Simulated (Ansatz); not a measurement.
```yaml
crystal:
  periodic: [false, false, false]
  atoms:
    - {symbol: Mg, position_ang: [-0.119553, -1.295353, 0.636125]}
    - {symbol: Mg, position_ang: [0.119554, 1.295403, -0.636089]}
    - {symbol: Se, position_ang: [-2.028484, 0.175877, -0.023027]}
    - {symbol: Se, position_ang: [2.028483, -0.175927, 0.022981]}
basis:
  gaussian: {orbitals: def2-mTZVPP}
total_charge: -1
magnetization: {spin_polarized: true, initial_magnetization: 1}
hamiltonian: {xc: {name: B97}}
```

```sh
$ ansatz run in.yaml --threads 4 --pin off --events-out ev --progress --plain --max-ram 3916MiB
```

Output, abridged:

```
Functional definition: B97
945 factors; integrals over basis functions are off by at most 2.0e-4 eV
mean field evaluation 1: about -141583.5274 eV, gradient 1.3e1 eV
mean field evaluation 2: about -141582.9731 eV, gradient 1.5e1 eV
mean field evaluation 4: about -141584.8278 eV, gradient 3.3e-1 eV
mean field evaluation 8: about -141584.9002 eV, gradient 7.9e-2 eV
mean field evaluation 16: about -141584.9003 eV, gradient 1.1e-4 eV
mean field -141584.90032261 eV, -5203.1491171636 hartree, gradient 1.6e-5 eV, S^2 0.756438; 3 other end points of the search recorded, 0 dependent functions left out
reference -141584.90036277 eV, -5203.1491186394 hartree; 47, 46 occupied and 53, 54 virtual orbitals, 945 factors
Total energy: -141584.90036277 eV, -5203.1491186394 hartree
```

It took 9 s on 4 threads of Arm Neoverse V1 on a shared host.

The highest occupied level of an anion often lies above zero with these methods, and sets without diffuse functions describe the outer electron poorly.
